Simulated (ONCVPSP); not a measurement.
B (Z = 5), ONCV: configuration errors across variants

```
Element                 : boron
Generator               : ONCVPSP 4.0.1
Type                    : optimised norm-conserving Vanderbilt (ONCV)
Functional              : PBE
Relativity              : scalar-relativistic
Frozen core             : [He]
Valence charge          : 3
Reference configuration : 2s2 2p1
Partial waves           : 2s: rc 1.25 bohr, ncon 4, nbas 9, qcut 5.5 1/bohr, 2 projectors, debl 1.5 Ha; 2p: rc 2.65 bohr, ncon 3, nbas 7, qcut 6.1 1/bohr, 3 projectors, debl 0.5 Ha
Local potential         : polynomial inside 1.10 bohr (lpopt 1, dvloc0 -1 Ha)
Core correction         : none
```

All-electron excitation energies from the reference (eV): (1) 2s2 2p0 8.220; (2) 2s1 2p0 33.642; (3) 2s2 2p0.5 2.887; (4) 2s0 2p3 11.721.

1 further variants failed, have other tests or too few solved ones, and are left out.

Errors AE − PS in meV (a dash: test not solved or not reliable):

| change | (1) | (2) | (3) | (4) | bound ghosts | GHOST(+) flags above zero |
| --- | --- | --- | --- | --- | --- | --- |
| base | +42 | +161 | +5.7 | -29 | none | none |
| local potential polynomial inside 1.15 bohr (lpopt 5, dvloc0 1 Ha) | +42 | +161 | +5.7 | -29 | none | none |
| s: rc 1.42 | +43 | +160 | +5.9 | -27 | none | none |
| all radii scaled by about 1.12 (s 1.40, p 2.96 bohr); local potential polynomial inside 1.22 bohr (lpopt 1, dvloc0 -1 Ha) | +57 | +199 | +8.1 | -42 | none | none |
| core correction polynomial model core, fcfact 0.45 | +39 | +141 | +5.5 | -26 | none | none |
| p: qcut 8 | +36 | +141 | +4.7 | -20 | none | none |
| local potential polynomial inside 1.10 bohr (lpopt 1, dvloc0 -2 Ha) | +42 | +161 | +5.7 | -29 | none | none |

Q: Give the same row for: s: qcut 6; p: qcut 6.7.

A: +39, +152, +5.1, -26; bound ghosts: none; GHOST(+) flags above zero: none.
